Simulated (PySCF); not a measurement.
Input file for PySCF: R-B3LYP/LANL2DZ on CdH3N (SMILES [NH2][CdH]), a point of a bond scan (R = 1.822 Å).

```python
from pyscf import gto, scf, dft, mp
from pyscf.data.elements import chemcore

mol = gto.M(
    atom='''
    Cd   -0.19315055   -0.04077904   -0.22746535
    H    -1.31089059   -0.25591019   -1.64968594
    N     1.16167798    0.26842501    1.25041043
    H     1.49906634   -0.57553431    1.69861765
    H     0.84969212    0.89030603    1.98723929
    ''',
    basis='lanl2dz',
    ecp={'Cd': 'lanl2dz'},
    charge=0, spin=0, verbose=3, max_memory=1800)
mf = dft.RKS(mol, xc='b3lyp')
mf.conv_tol = 1e-8
mf.max_cycle = 100
mf.kernel()
if not mf.converged:
    mf = mf.newton().run(mf.mo_coeff, mf.mo_occ)
```

It printed:

```
converged SCF energy = -104.575701287689
```

Self-consistency was reached.

Cost: about 5 core-seconds (a rough figure).
